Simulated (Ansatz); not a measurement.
`C=N[SiH2][SbH2]` and `B[SiH2]N=C` differ in one atom or group.

Ansatz, PBE0-D4/def2-TZVP geometries, multiplicity 1. Each molecule was computed in one conformer, which needn't be the lowest.

Elements past krypton have def2 core potentials.

| property | `C=N[SiH2][SbH2]` |
| --- | --- |
| LUMO energy (B3LYP/def2-TZVPP) / eV | -1.29 |
| HOMO energy (PBE/def2-TZVPP) / eV | -5.60 |
| HOMO energy (B3LYP/def2-TZVPP) / eV | -6.53 |
| LUMO energy (PBE0/def2-TZVPP) / eV | -1.05 |
| HOMO–LUMO gap (PBE/def2-TZVPP) / eV | 3.42 |
| LUMO energy (PBE/def2-TZVPP) / eV | -2.18 |

Question: What does the change do to each property? (Estimate.)

Answer: The calculation gave: 
| property | `B[SiH2]N=C` | shift |
| --- | --- | --- |
| LUMO energy (B3LYP/def2-TZVPP) / eV | -2.64 | -1.35 |
| HOMO energy (PBE/def2-TZVPP) / eV | -5.75 | -0.15 |
| HOMO energy (B3LYP/def2-TZVPP) / eV | -6.92 | -0.39 |
| LUMO energy (PBE0/def2-TZVPP) / eV | -2.43 | -1.38 |
| HOMO–LUMO gap (PBE/def2-TZVPP) / eV | 2.28 | -1.14 |
| LUMO energy (PBE/def2-TZVPP) / eV | -3.47 | -1.29 |

With PBE0 the HOMO falls by 0.40 eV and the LUMO falls by 1.38 eV, so the gap narrows by about 0.98 eV. PBE moves the HOMO by -0.15 eV and ωB97M-V by -0.71 eV.

B3LYP here is the variant with VWN-RPA as its local correlation; programs differ in this.

Spin–orbit coupling is left out; it splits and shifts lone-pair levels of the heavy atoms by tenths of an eV.
